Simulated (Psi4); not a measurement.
C$_{2}$H$_{6}$SZn, triplet, at the geometry of the source list (a higher spin typed on purpose: for a closed-shell molecule this is an excited state).

Psi4 was given this input:
```
memory 2 GB

molecule {
0 3
  Zn   -0.28680000    1.06210000    0.88790000
  C     0.39060000   -0.73740000    0.17010000
  C     0.37770000   -0.84950000   -1.35070000
  H    -0.22960000   -1.52400000    0.59530000
  H     1.40380000   -0.89250000    0.53560000
  H     1.02120000   -0.10320000   -1.81150000
  H    -0.62700000   -0.73380000   -1.75110000
  H     0.74350000   -1.83450000   -1.64610000
  S    -1.03710000    3.09090000    1.70860000
  H    -1.75620000    2.52190000    2.66190000
}

set basis 3-21g
set reference uks

energy('b3lyp')
print_variables()
```

Problem. Estimate the <S^2> that B3LYP/3-21G (Psi4 1.11) returns for this input.

Solution. 2.005

Problem. What is the computed dipole moment (B3LYP/3-21G)?

Solution. 2.83 D

These values belong to the state on which the SCF converged, which isn't shown to be the lowest.
